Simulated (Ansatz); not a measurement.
Gas-phase electronic energies from Ansatz, PBE0-D4/def2-TZVP geometries. CCSD(T)/CBS is the MP2 limit (def2-TZVPP, def2-QZVPP) plus CCSD(T) − MP2 in def2-TZVPP, frozen cores. This one scheme is used for every species. For Ge outer-core shells are correlated without core-valence functions, which leaves a few kJ/mol of doubt a bond. Scalar relativity is left out up to krypton. One conformer a species, not always the lowest.

Consider the ligand exchange at the Si–C bond: `N[SiH2]C[SiH3]` + `[OH][GeH3]` → `N[SiH2][O][GeH3]` + `C[SiH3]`.

```json
{"species": "`N[SiH2]C[SiH3]`", "MP2/def2-QZVPP energy (Eh)": "-676.24351"}
{"species": "`[OH][GeH3]`", "MP2/def2-QZVPP energy (Eh)": "-2153.44856"}
{"species": "`N[SiH2][O][GeH3]`", "MP2/def2-QZVPP energy (Eh)": "-2499.06575"}
{"species": "`C[SiH3]`", "MP2/def2-QZVPP energy (Eh)": "-330.67167"}
```

Question: Work out ΔE.

Answer: ΔE = (-2499.06575) + (-330.67167) − (-676.24351) − (-2153.44856) = -0.04535 Eh = -119.1 kJ/mol. CCSD(T)/CBS gives -118.0 kJ/mol.

Largest T1 diagnostic among the species: 0.012.

In def2-TZVPP, CCSD(T) changes the Hartree–Fock value by +19.9 kJ/mol (the triples alone add +2.5 kJ/mol) and MP2 by +19.7 kJ/mol. From PBE to PBE0 (25 % exact exchange), in def2-TZVPP and without D4, ΔE moves by −3.8 kJ/mol.
